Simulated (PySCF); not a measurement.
Sn(2+) (tin, charge +2) across methods

[Kr] 4d9 5s2 5p1, one real determinant (an excited configuration). All numbers are calculated (PySCF 2.14, the spin-free X2C one-electron Hamiltonian (Gaussian nucleus), in x2c-TZVPPall (8s6p4d2f, 60 functions)).

| method | E (hartree) | mean ε 5s α (eV) | mean ε 5s β (eV) | mean ε 5p α (eV) | Σ⟨r²⟩ (bohr²) | ⟨S²⟩ |
| --- | --- | --- | --- | --- | --- | --- |
| PBE | -6174.26 | -29.139 | -28.090 | -20.557 | 38.63 | 2.002 |
| PBEsol | -6171.41 | -29.223 | -28.148 | -20.569 | 38.55 | 2.002 |
| M06 | -6174.80 | -30.416 | -29.678 | -21.378 | 38.58 | 2.001 |
| MN15 | -6178.76 | -31.278 | -29.993 | -22.430 | 38.50 | 2.003 |
| UHF | -6172.03183 | -33.473 | -30.695 | -24.491 | 39.08 | 2.010 |
| LDA | -6168.66 | -29.485 | -28.555 | -20.636 | 38.52 | 2.001 |
| r2SCAN | -6174.69 | -29.437 | -28.191 | -20.881 | 38.59 | 2.004 |
| wB97X-V | -6174.39 | -32.894 | -31.483 | -23.904 | 38.67 | 2.003 |
| PBE0 | -6174.34 | -30.448 | -29.023 | -21.716 | 38.63 | 2.003 |

⟨L²⟩ = 8.01 against 12 for a pure F term, so this real determinant mixes terms.
